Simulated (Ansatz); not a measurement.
Consider the redistribution: `[O]=[V]([OH])([OH])[F]` + `[NH]=[W](=[NH])([Cl])[Cl]` → `[O]=[V]([OH])([F])[Cl]` + `[NH]=[W](=[NH])([OH])[Cl]`.

Computed with Ansatz on PBE0-D4/def2-TZVP structures; ΔE is electronic, products minus reactants. CCSD(T)/CBS adds triple-zeta CCSD(T) − MP2 to the extrapolated MP2 energy (def2 sets, frozen cores). DFT in def2-TZVPP. HSE06 is defined as in plane-wave codes. def2 core potentials past Kr. For V, W outer-core shells are correlated without core-valence functions, which leaves a few kJ/mol of doubt a bond. Scalar relativity is left out up to krypton. One conformer a species, not always the lowest.

```
             level  ΔE (eV)
           PBE0-D4     0.16
      CAM-B3LYP-D4     0.14
           ωB97X-V     0.14
            B2PLYP     0.10
           r2SCANh     0.14
             HSE06     0.15
         CAM-B3LYP     0.13
SCS-MP2/def2-TZVPP     0.11
```

(1) What does CCSD(T)/CBS give? (Estimate.)

Largest T1 diagnostic among the species: 0.032, so the coupled-cluster value is less sure than usual.

Results:

(1) Computed: +0.19 eV. The listed levels differ from it by -0.03, -0.05, -0.05, -0.09, -0.05, -0.04, -0.06, -0.08 eV.

Leaving LDA and LC-ωPBE aside and taking each functional with its dispersion term where it has one, the values, not all of them listed here, spread over 0.06 eV, from B2PLYP to BHLYP-D4.
